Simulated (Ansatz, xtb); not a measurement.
**BrGeH5SSi: which of two isomers lies lower**

Structure X: `[SiH3][Ge@@H]([SH])[Br]`, a singlet. Structure Y: `S[Si@@H]([GeH3])Br`, a singlet. Both are isolated molecules in the gas phase, relaxed with B3LYP/def2-SVP; the shapes shown needn't be the lowest conformers.

X (Å):

```xyz
9

Br   -1.3709    1.9872   -2.6644
Ge   -0.8106    0.2663   -1.1505
S    -1.8991   -1.6352   -1.6492
Si   -1.5019    1.0001    1.0296
H    -0.8379    2.3016    1.3173
H    -1.1021   -0.0137    2.0472
H    -2.9814    1.1631    1.0216
H     0.7041    0.0442   -1.3532
H    -1.1444   -1.9173   -2.7371
```

Y (Å):

| atom | x (Å) | y (Å) | z (Å) |
| --- | --- | --- | --- |
| Br | 1.0206 | 1.9317 | -1.3162 |
| Ge | -2.3706 | 0.2463 | -1.3249 |
| S | -0.3335 | 0.9657 | 1.7842 |
| Si | -0.2081 | 0.3515 | -0.2900 |
| H | -1.0274 | -0.1375 | 2.1596 |
| H | 0.5340 | -0.9351 | -0.4191 |
| H | -3.0296 | 1.6376 | -1.2754 |
| H | -3.2608 | -0.7563 | -0.5562 |
| H | -2.2560 | -0.2168 | -2.7924 |

**Question.** Estimate which is lower in electronic energy at CCSD(T)/def2-SVP + ΔMP2/def2-TZVPP, and by roughly how much.

**Answer.** The CCSD(T)/def2-SVP + ΔMP2/def2-TZVPP calculation puts structure Y lower, by 0.113 eV.

The same difference at several levels:

| level | geometry | E(Y) − E(X) (eV) | departure from the last row (eV) | job, with rough time for the two |
| --- | --- | --- | --- | --- |
| GFN2-xTB | GFN2-xTB | +0.735 | +0.848 | optimisation, 0.18 s |
| HF/STO-3G | GFN2-xTB | −0.126 | −0.012 | single point, 0.68 s |
| r2SCAN-D4/def2-SVP | GFN2-xTB | −0.086 | +0.027 | single point, 2.8 s |
| B3LYP/def2-SVP | B3LYP/def2-SVP | −0.006 | +0.108 | optimisation, 62 s |
| HF/def2-SVP | B3LYP/def2-SVP | +0.004 | +0.117 | part of the CCSD(T) run |
| MP2/def2-SVP | B3LYP/def2-SVP | −0.068 | +0.046 | part of the CCSD(T) run |
| CCSD(T)/def2-SVP | B3LYP/def2-SVP | −0.047 | +0.066 | single point |
| CCSD(T)/def2-SVP + ΔMP2/def2-TZVPP | B3LYP/def2-SVP | −0.113 |  | single point, 34 s |

As drawn, Y has 1 S–Si, 1 Br–Si, 2 Ge–H in place of 1 Ge–S, 1 Br–Ge, 2 Si–H.

GFN2-xTB puts the two in the other order. B3LYP/def2-SVP, HF/def2-SVP find them nearly level. The largest departure from CCSD(T)/def2-SVP + ΔMP2/def2-TZVPP is that of GFN2-xTB, 0.848 eV. The last row adds to CCSD(T) the change of the MP2 difference between the two basis sets, here −0.066 eV.

With thermal terms from frequencies at re-optimised GFN2-xTB minima (ideal gas, soft modes damped towards free rotors, one conformer each, 298.15 K, 1 atm): the zero-point term adds +0.033 eV; ΔH is −0.090 and ΔG −0.076 eV.

The correlated steps freeze 28 core orbitals; the filled d shell of Br and Ge is correlated, in a basis made for valence electrons. Programs: Ansatz 0.2.0, xtb 6.7.1; the last row on 2 threads of Intel(R) Xeon(R) 6975P-C (Granite Rapids) on a shared host.
